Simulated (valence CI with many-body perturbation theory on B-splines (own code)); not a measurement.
**Bi52+ in brief**

Computed by valence CI with perturbative core correlation (CI+MBPT): three valence electrons over a frozen Dirac-Fock core [Ar] 3d10, a basis of 9 s, 9 p, 8 d, 6 f, 3 g, 1 h functions for each j, with the one-electron correlation potential Σ1 (screened to all orders), the two-electron term Σ2, the three-electron term Σ3, Breit, model QED; selected single and double excitations, second order for the rest, scaled by the run's own slope (own B-spline code, finite nucleus).

The last digits are not significant, and no measured levels were compared; by estimate large intervals hold to a few tenths of a per cent, small ones and those within an open d or f shell to about a per cent.

Levels are named by their leading jj configuration (3d3/2^4 stands for four electrons in 3d with j = 3/2), which in mixed levels can hold well under half, so a name can repeat and another be missing.

Rates and lifetimes use the calculated energies. Strong lines usually hold to 10 to 20 %, long lifetimes can be off by a factor of two.

What is the ground level?

(4s^2 4p1/2) J=1/2, composition 100 % 4s²4p ²P°, g = 0.656.

Name the longest-lived excited levels whose lifetime is computed, and their main decay.

(4s 4p3/2 4d5/2) J=9/2 at 687.38 eV lives 36.7 ns, mostly by M1 to (4s 4p1/2 4d5/2) J=7/2; (4s^2 4p3/2) J=3/2 at 181.37 eV lives 20.0 ns, mostly by M1 to (4s^2 4p1/2) J=1/2.

Where does the other parity begin?

At (4s 4p1/2^2) J=1/2, 120.92 eV.

Among levels below 688.65 eV, which E1 lines absorb most strongly from the ground level?

to (4s^2 4d3/2) J=3/2 at 3.303 nm, f = 0.877; to (4s 4p1/2 4p3/2) J=3/2 at 3.998 nm, f = 0.451; to (4s 4p1/2 4p3/2) J=1/2 at 3.968 nm, f = 0.403.

What are the static dipole polarisabilities of the lowest levels?

(4s^2 4p1/2) J=1/2 0.0165 bohr³, of which the core gives 0.00117.

What is the ionisation energy?

3152.6 eV; NIST lists 3151 ± 4 eV (theoretical).

How well does LS coupling describe the low levels?

Among the lowest 20 levels the leading LS term, summed over configurations, holds 66 % on average. For single configurations the figures are 65 % in LS and 97 % in jj coupling. Terms mix most in the J = 3/2 level at 497.21 eV, where the leading one holds 34 %.
